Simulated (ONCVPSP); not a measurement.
Potentials for cobalt compared

Generated with ld1.x 7.5 (TM, RRKJ, ultrasoft, PAW), atompaw 4.2 or ONCVPSP 4.0.1. The cutoff is in Ry: for ld1.x and atompaw files where the sum of valence levels is converged to 10 mRy in a Bessel basis, for ONCV files where the hardest occupied wave has 1 mHa per electron of residual kinetic energy. The error is the largest all-electron minus pseudo excitation energy over each file’s own four to seven test configurations (ionisations up to +4, promotions, holes and added fractions of an electron), all of which were solved. The labels leave out finer settings (local radius, basis sizes, second energies), which also bear on the numbers. Spin-polarised tests are not counted. The rows are a selection from randomly drawn settings: files with unsolved tests, undetermined cutoffs or missed reference levels are left out.

A true bound ghost makes a file unfit for plane-wave use even where its test errors are small: the radial tests pick states by their node count and pass the ghost by.

| potential | cutoff (Ry) | largest error (meV) | bound ghosts |
| --- | --- | --- | --- |
| ONCV, PBEsol, scalar-relativistic, rc 2.10/0.90/1.60/1.70 (spdf), local smoothed, core correction yes, reference 3p6 3d7 4s2, qcut 3.4/9.7/8.9/6.7, projectors 2/2/2/2 | 70 | +122 | s |
| ONCV, PBEsol, scalar-relativistic, rc 1.40/1.10/1.30 (spd), local smoothed, core correction no, reference 3s2 3p6 3d7 4s0.5, qcut 9.2/12.6/12.2, projectors 2/2/2 | 116 | +3.8 | none |
| ONCV, PBE, fully relativistic, rc 1.35/0.80/1.45 (spd), local smoothed, core correction no, reference 3s2 3p6 3d7 4s2, qcut 9.6/12.1/10.9, projectors 2/1/2 | 128 | +38 | none |
| ONCV, revPBE, non-relativistic, rc 1.05/0.80/0.80 (spd), local smoothed, core correction yes, reference 3s2 3p6 3d7 4s1.75, qcut 13.7/8.7/13.1, projectors 2/2/3 | 464 | +0.8 | none |
| ONCV, PBEsol, scalar-relativistic, rc 2.20/1.75/1.65 (spd), local smoothed, core correction no, reference 3d7 4s2, qcut 2.9/4.7/10.8, projectors 2/2/2 | 88 | -91 | none |

Fill in the row for Co: ONCV, PBE, scalar-relativistic, rc 1.55/0.85/1.65 (spd), local smoothed, core correction yes, reference 3s2 3p6 3d7 4s2, qcut 7/11.6/8, projectors 2/1/2.

cutoff 109 Ry, largest error +103 meV, bound ghosts: none.

Fill in the row for Co: ONCV, PBE, scalar-relativistic, rc 1.05/1.05/1.75 (spd), local smoothed, core correction yes, reference 3s2 3p6 3d7, qcut 12.6/12.5/9.2, projectors 3/3/1.

cutoff 109 Ry, largest error +93 meV, bound ghosts: none.

Fill in the row for Co: ONCV, PBEsol, scalar-relativistic, rc 1.10/0.80/1.50/1.35 (spdf), local smoothed, core correction yes, reference 3s2 3p6 3d7, qcut 13.1/11.4/11/7.3, projectors 2/1/2/1.

cutoff 115 Ry, largest error +64 meV, bound ghosts: none.
